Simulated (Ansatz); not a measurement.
A short molecular-dynamics run on CH3AlClFSi, SMILES `[F][Al]1[CH2][SiH]1Cl`.

```yaml
crystal:
  periodic: [false, false, false]
  atoms:
    - {symbol: F, position_ang: [-1.176762, -1.995017, 2.127377]}
    - {symbol: Al, position_ang: [-0.657258, -1.037435, 0.898657]}
    - {symbol: C, position_ang: [0.778401, 0.195304, 0.466493]}
    - {symbol: Si, position_ang: [-0.365179, 0.164548, -1.056514]}
    - {symbol: Cl, position_ang: [-1.051939, 1.944042, -1.837444]}
    - {symbol: H, position_ang: [1.864262, 0.236719, 0.397467]}
    - {symbol: H, position_ang: [0.436920, 1.018678, 1.123999]}
    - {symbol: H, position_ang: [0.263755, -0.583840, -2.175835]}
basis:
  gaussian: {orbitals: def2-SVP}
hamiltonian: {xc: {name: revPBE}}
md: {timestep: 0.5 fs, n_steps: 50, ensemble: nvt_langevin, temperature: 1000, initial_velocities: maxwell_boltzmann, friction: 0.01, seed: 485}
```

```sh
$ ansatz run in.yaml --threads 2 --pin off --events-out ev --progress --plain --max-ram 4352MiB
```

```tsv
step	time (fs)	potential energy (eV)	kinetic (eV)	T (K)	conserved (eV)
0	0.0	-30783.7917	0.9048	875	–
1	0.5	-30783.7904	0.8894	860	–
2	1.0	-30783.7681	0.8598	832	–
3	1.5	-30783.7251	0.8087	782	–
4	2.0	-30783.6663	0.7454	721	–
5	2.5	-30783.5983	0.7158	692	–
6	3.0	-30783.5288	0.6874	665	–
7	3.5	-30783.4646	0.6313	611	–
8	4.0	-30783.4133	0.5434	526	–
9	4.5	-30783.3806	0.4912	475	–
10	5.0	-30783.3646	0.5018	485	–
11	5.5	-30783.3659	0.4683	453	–
12	6.0	-30783.3859	0.5039	487	–
13	6.5	-30783.4198	0.5143	497	–
14	7.0	-30783.4589	0.5749	556	–
15	7.5	-30783.4929	0.6107	591	–
16	8.0	-30783.5171	0.5713	552	–
17	8.5	-30783.5343	0.6229	602	–
18	9.0	-30783.5435	0.6400	619	–
19	9.5	-30783.5481	0.5941	575	–
20	10.0	-30783.5551	0.6189	599	–
21	10.5	-30783.5603	0.6151	595	–
22	11.0	-30783.5572	0.6762	654	–
23	11.5	-30783.5386	0.6449	624	–
24	12.0	-30783.5087	0.5618	543	–
25	12.5	-30783.4781	0.4944	478	–
26	13.0	-30783.4569	0.5244	507	–
27	13.5	-30783.4537	0.5363	519	–
28	14.0	-30783.4713	0.5339	516	–
29	14.5	-30783.5024	0.5417	524	–
30	15.0	-30783.5410	0.5761	557	–
31	15.5	-30783.5788	0.6199	599	–
32	16.0	-30783.6094	0.6788	656	–
33	16.5	-30783.6298	0.7280	704	–
34	17.0	-30783.6384	0.6912	668	–
35	17.5	-30783.6356	0.7058	683	–
36	18.0	-30783.6215	0.7165	693	–
37	18.5	-30783.5968	0.7567	732	–
38	19.0	-30783.5651	0.7020	679	–
39	19.5	-30783.5319	0.6630	641	–
40	20.0	-30783.5022	0.6186	598	–
41	20.5	-30783.4795	0.6003	581	–
42	21.0	-30783.4675	0.5815	562	–
43	21.5	-30783.4687	0.5700	551	–
44	22.0	-30783.4800	0.5851	566	–
45	22.5	-30783.4963	0.5515	533	–
46	23.0	-30783.5166	0.6426	621	–
47	23.5	-30783.5392	0.6820	659	–
48	24.0	-30783.5594	0.6643	642	–
49	24.5	-30783.5758	0.6319	611	–
50	25.0	-30783.5903	0.6028	583	–
```

Velocities are drawn at the set temperature; a run this short doesn't reach equilibrium.

Frames (Å, forces in eV/Å):

```xyz
8
time=0.0 fs
F    -1.177   -1.995    2.127   -0.393   -0.709    0.920
Al   -0.657   -1.037    0.899    0.083    0.325   -0.610
C     0.778    0.195    0.466    0.089   -0.177    0.063
Si   -0.365    0.165   -1.057   -0.216   -0.295   -0.108
Cl   -1.052    1.944   -1.837   -0.262    0.669   -0.292
H     1.864    0.237    0.397    0.675    0.051   -0.037
H     0.437    1.019    1.124   -0.148    0.358    0.320
H     0.264   -0.584   -2.176    0.172   -0.222   -0.255
8
time=1.0 fs
F    -1.170   -1.996    2.120   -0.476   -0.873    1.131
Al   -0.651   -1.034    0.906    0.139    0.478   -0.887
C     0.773    0.198    0.453    0.739    0.466    0.734
Si   -0.367    0.166   -1.058    0.099   -0.802   -0.829
Cl   -1.058    1.938   -1.833   -0.322    0.800   -0.332
H     1.879    0.239    0.399    0.056   -0.004   -0.062
H     0.454    1.046    1.134   -0.021   -0.213   -0.165
H     0.309   -0.577   -2.225   -0.214    0.148    0.409
8
time=2.0 fs
F    -1.164   -1.997    2.114   -0.564   -1.049    1.345
Al   -0.646   -1.030    0.914    0.236    0.670   -1.161
C     0.769    0.203    0.440    1.439    0.947    1.283
Si   -0.369    0.166   -1.059    0.377   -1.195   -1.409
Cl   -1.063    1.931   -1.829   -0.387    0.935   -0.371
H     1.899    0.240    0.400   -0.617   -0.048   -0.091
H     0.470    1.077    1.135    0.052   -0.656   -0.528
H     0.353   -0.568   -2.276   -0.535    0.397    0.932
8
time=3.0 fs
F    -1.160   -1.999    2.109   -0.621   -1.168    1.484
Al   -0.641   -1.027    0.920    0.302    0.808   -1.364
C     0.765    0.208    0.428    1.905    1.264    1.695
Si   -0.370    0.167   -1.062    0.598   -1.522   -1.817
Cl   -1.067    1.925   -1.824   -0.463    1.097   -0.423
H     1.911    0.241    0.398   -1.017   -0.074   -0.124
H     0.484    1.105    1.130    0.076   -0.946   -0.753
H     0.395   -0.557   -2.322   -0.781    0.540    1.301
8
time=4.0 fs
F    -1.155   -2.002    2.103   -0.643   -1.226    1.548
Al   -0.636   -1.024    0.924    0.336    0.881   -1.486
C     0.761    0.216    0.415    2.260    1.366    1.960
Si   -0.371    0.167   -1.065    0.714   -1.731   -2.088
Cl   -1.071    1.918   -1.821   -0.536    1.243   -0.469
H     1.918    0.240    0.391   -1.247   -0.084   -0.153
H     0.499    1.124    1.119    0.047   -1.036   -0.828
H     0.428   -0.541   -2.358   -0.930    0.587    1.516
8
time=5.0 fs
F    -1.152   -2.006    2.100   -0.631   -1.219    1.535
Al   -0.632   -1.020    0.927    0.336    0.882   -1.512
C     0.758    0.223    0.405    2.526    1.345    2.050
Si   -0.371    0.167   -1.069    0.726   -1.826   -2.232
Cl   -1.077    1.911   -1.818   -0.598    1.356   -0.499
H     1.920    0.245    0.377   -1.348   -0.114   -0.161
H     0.518    1.139    1.097   -0.031   -0.973   -0.758
H     0.446   -0.518   -2.375   -0.980    0.549    1.577
8
time=6.0 fs
F    -1.150   -2.012    2.096   -0.594   -1.164    1.464
Al   -0.628   -1.015    0.929    0.328    0.839   -1.469
C     0.757    0.232    0.397    2.543    1.113    1.933
Si   -0.369    0.165   -1.072    0.701   -1.850   -2.264
Cl   -1.082    1.904   -1.816   -0.662    1.461   -0.520
H     1.913    0.251    0.359   -1.213   -0.148   -0.159
H     0.536    1.146    1.068   -0.145   -0.700   -0.523
H     0.451   -0.489   -2.379   -0.959    0.450    1.539
8
time=7.0 fs
F    -1.147   -2.018    2.094   -0.534   -1.060    1.337
Al   -0.626   -1.010    0.930    0.323    0.755   -1.373
C     0.759    0.241    0.392    2.233    0.468    1.496
Si   -0.369    0.163   -1.076    0.664   -1.814   -2.114
Cl   -1.087    1.897   -1.814   -0.728    1.563   -0.540
H     1.896    0.258    0.343   -0.756   -0.189   -0.175
H     0.554    1.140    1.034   -0.338   -0.020   -0.014
H     0.446   -0.454   -2.368   -0.865    0.296    1.383
8
time=8.0 fs
F    -1.145   -2.025    2.094   -0.458   -0.917    1.168
Al   -0.624   -1.005    0.931    0.325    0.647   -1.233
C     0.763    0.252    0.390    1.613   -0.406    0.890
Si   -0.368    0.162   -1.079    0.573   -1.693   -1.790
Cl   -1.093    1.892   -1.813   -0.792    1.654   -0.549
H     1.875    0.261    0.319   -0.054   -0.209   -0.179
H     0.566    1.133    0.997   -0.523    0.856    0.616
H     0.436   -0.411   -2.344   -0.684    0.068    1.077
8
time=9.0 fs
F    -1.144   -2.032    2.093   -0.369   -0.748    0.969
Al   -0.623   -0.998    0.932    0.318    0.525   -1.045
C     0.771    0.260    0.388    0.708   -0.999    0.527
Si   -0.367    0.160   -1.082    0.349   -1.468   -1.277
Cl   -1.099    1.886   -1.812   -0.840    1.710   -0.547
H     1.854    0.260    0.295    0.809   -0.205   -0.197
H     0.571    1.138    0.967   -0.603    1.408    0.996
H     0.415   -0.374   -2.308   -0.372   -0.223    0.575
8
time=10.0 fs
F    -1.143   -2.040    2.092   -0.294   -0.599    0.799
Al   -0.622   -0.992    0.933    0.317    0.412   -0.861
C     0.778    0.269    0.388   -0.110   -0.943    0.607
Si   -0.365    0.155   -1.083   -0.012   -1.124   -0.630
Cl   -1.106    1.881   -1.810   -0.863    1.707   -0.534
H     1.842    0.258    0.268    1.416   -0.170   -0.196
H     0.566    1.159    0.950   -0.495    1.272    0.905
H     0.395   -0.344   -2.269    0.041   -0.555   -0.091
8
time=11.0 fs
F    -1.142   -2.047    2.091   -0.215   -0.439    0.624
Al   -0.620   -0.986    0.933    0.291    0.274   -0.665
C     0.785    0.276    0.387   -0.406   -0.367    0.942
Si   -0.362    0.150   -1.086   -0.502   -0.696    0.149
Cl   -1.113    1.876   -1.808   -0.863    1.657   -0.514
H     1.845    0.249    0.238    1.373   -0.100   -0.115
H     0.557    1.193    0.944   -0.222    0.583    0.470
H     0.376   -0.323   -2.232    0.545   -0.912   -0.891
8
time=12.0 fs
F    -1.140   -2.054    2.089   -0.130   -0.262    0.436
Al   -0.619   -0.978    0.933    0.252    0.108   -0.440
C     0.791    0.283    0.385   -0.238    0.279    1.227
Si   -0.359    0.144   -1.088   -1.062   -0.218    0.949
Cl   -1.121    1.872   -1.807   -0.839    1.567   -0.485
H     1.861    0.240    0.204    0.832    0.010    0.059
H     0.543    1.231    0.941    0.104   -0.211    0.001
H     0.359   -0.309   -2.198    1.082   -1.272   -1.746
8
time=13.0 fs
F    -1.139   -2.062    2.088   -0.049   -0.090    0.258
Al   -0.617   -0.971    0.934    0.212   -0.067   -0.222
C     0.796    0.289    0.384    0.207    0.685    1.299
Si   -0.357    0.139   -1.089   -1.363    0.096    1.350
Cl   -1.129    1.869   -1.806   -0.805    1.464   -0.461
H     1.883    0.240    0.176    0.110    0.102    0.265
H     0.533    1.262    0.938    0.329   -0.742   -0.299
H     0.354   -0.308   -2.181    1.358   -1.449   -2.190
8
time=14.0 fs
F    -1.139   -2.071    2.088    0.042    0.111    0.059
Al   -0.616   -0.963    0.934    0.155   -0.288    0.013
C     0.801    0.297    0.384    0.553    0.854    1.247
Si   -0.355    0.134   -1.090   -1.261    0.169    1.148
Cl   -1.138    1.866   -1.806   -0.754    1.343   -0.443
H     1.901    0.241    0.153   -0.422    0.173    0.443
H     0.528    1.281    0.944    0.467   -1.015   -0.484
H     0.361   -0.325   -2.185    1.221   -1.347   -1.983
8
time=15.0 fs
F    -1.139   -2.079    2.087    0.128    0.310   -0.135
Al   -0.616   -0.956    0.933    0.106   -0.517    0.258
C     0.806    0.306    0.386    0.695    0.791    1.080
Si   -0.354    0.128   -1.091   -0.853    0.060    0.507
Cl   -1.147    1.863   -1.805   -0.691    1.207   -0.425
H     1.912    0.243    0.136   -0.706    0.223    0.570
H     0.525    1.290    0.948    0.533   -1.038   -0.536
H     0.379   -0.356   -2.206    0.787   -1.034   -1.318
8
time=16.0 fs
F    -1.139   -2.088    2.086    0.216    0.521   -0.340
Al   -0.616   -0.947    0.932    0.054   -0.758    0.522
C     0.812    0.317    0.390    0.632    0.540    0.825
Si   -0.352    0.123   -1.091   -0.333   -0.141   -0.233
Cl   -1.155    1.860   -1.804   -0.630    1.085   -0.410
H     1.918    0.244    0.129   -0.762    0.259    0.634
H     0.524    1.292    0.945    0.547   -0.860   -0.463
H     0.402   -0.394   -2.236    0.276   -0.646   -0.535
8
time=17.0 fs
F    -1.140   -2.097    2.086    0.305    0.736   -0.546
Al   -0.616   -0.938    0.931    0.006   -1.004    0.802
C     0.819    0.328    0.395    0.420    0.201    0.543
Si   -0.353    0.119   -1.091    0.171   -0.355   -0.905
Cl   -1.164    1.857   -1.802   -0.573    0.977   -0.403
H     1.917    0.251    0.125   -0.626    0.259    0.638
H     0.528    1.292    0.937    0.499   -0.557   -0.307
H     0.430   -0.437   -2.268   -0.201   -0.258    0.177
8
time=18.0 fs
F    -1.140   -2.106    2.086    0.386    0.940   -0.735
Al   -0.616   -0.928    0.929   -0.047   -1.238    1.059
C     0.824    0.339    0.400    0.191   -0.206    0.221
Si   -0.354    0.115   -1.092    0.577   -0.547   -1.352
Cl   -1.172    1.855   -1.800   -0.524    0.893   -0.409
H     1.912    0.262    0.126   -0.392    0.214    0.596
H     0.539    1.292    0.927    0.372   -0.136   -0.083
H     0.455   -0.488   -2.295   -0.563    0.081    0.703
8
time=19.0 fs
F    -1.140   -2.113    2.085    0.448    1.105   -0.882
Al   -0.616   -0.919    0.929   -0.077   -1.419    1.257
C     0.829    0.351    0.407   -0.114   -0.721   -0.134
Si   -0.355    0.110   -1.095    0.879   -0.690   -1.604
Cl   -1.180    1.852   -1.798   -0.474    0.808   -0.416
H     1.904    0.275    0.129   -0.051    0.155    0.521
H     0.552    1.291    0.917    0.205    0.395    0.189
H     0.476   -0.541   -2.319   -0.817    0.368    1.068
8
time=20.0 fs
F    -1.138   -2.118    2.084    0.495    1.235   -0.990
Al   -0.615   -0.910    0.929   -0.103   -1.553    1.405
C     0.833    0.363    0.413   -0.384   -1.133   -0.407
Si   -0.355    0.106   -1.099    1.024   -0.737   -1.690
Cl   -1.189    1.850   -1.797   -0.421    0.711   -0.411
H     1.897    0.283    0.134    0.249    0.106    0.449
H     0.566    1.296    0.910    0.073    0.803    0.381
H     0.482   -0.589   -2.337   -0.933    0.569    1.264
8
time=21.0 fs
F    -1.134   -2.123    2.083    0.522    1.326   -1.063
Al   -0.614   -0.902    0.929   -0.113   -1.626    1.496
C     0.837    0.375    0.420   -0.757   -1.275   -0.500
Si   -0.354    0.101   -1.105    1.084   -0.719   -1.622
Cl   -1.198    1.850   -1.796   -0.368    0.611   -0.406
H     1.892    0.289    0.147    0.583    0.052    0.351
H     0.579    1.309    0.912    0.008    0.926    0.413
H     0.478   -0.631   -2.344   -0.959    0.707    1.331
8
time=22.0 fs
F    -1.129   -2.126    2.080    0.528    1.368   -1.087
Al   -0.613   -0.895    0.931   -0.101   -1.627    1.513
C     0.840    0.386    0.428   -1.038   -1.039   -0.425
Si   -0.354    0.096   -1.112    1.073   -0.645   -1.419
Cl   -1.206    1.849   -1.796   -0.316    0.510   -0.400
H     1.891    0.293    0.160    0.724    0.018    0.304
H     0.592    1.334    0.917    0.048    0.643    0.237
H     0.468   -0.663   -2.336   -0.917    0.773    1.277
8
time=23.0 fs
F    -1.123   -2.128    2.077    0.522    1.385   -1.085
Al   -0.612   -0.888    0.935   -0.078   -1.594    1.491
C     0.842    0.396    0.434   -1.074   -0.591   -0.265
Si   -0.353    0.091   -1.118    1.019   -0.537   -1.129
Cl   -1.213    1.848   -1.796   -0.275    0.427   -0.404
H     1.899    0.292    0.174    0.576    0.018    0.321
H     0.607    1.365    0.931    0.142    0.108   -0.066
H     0.455   -0.687   -2.317   -0.832    0.783    1.137
8
time=24.0 fs
F    -1.116   -2.130    2.073    0.502    1.370   -1.050
Al   -0.611   -0.882    0.938   -0.041   -1.519    1.421
C     0.844    0.407    0.440   -0.863   -0.182   -0.130
Si   -0.352    0.086   -1.126    0.884   -0.362   -0.714
Cl   -1.222    1.846   -1.797   -0.232    0.342   -0.413
H     1.912    0.288    0.186    0.212    0.049    0.381
H     0.625    1.396    0.948    0.215   -0.420   -0.366
H     0.439   -0.705   -2.283   -0.677    0.722    0.872
8
time=25.0 fs
F    -1.108   -2.130    2.070    0.481    1.343   -1.010
Al   -0.610   -0.876    0.942   -0.022   -1.438    1.340
C     0.844    0.415    0.446   -0.517    0.063   -0.083
Si   -0.350    0.082   -1.133    0.648   -0.107   -0.207
Cl   -1.230    1.845   -1.798   -0.175    0.241   -0.413
H     1.928    0.284    0.202   -0.204    0.090    0.436
H     0.640    1.421    0.958    0.234   -0.768   -0.560
H     0.416   -0.720   -2.244   -0.443    0.576    0.496
```

It took 33 s on 2 threads of an AMD EPYC 9R45 on a shared host, with 0.15 GiB of host memory at the peak.
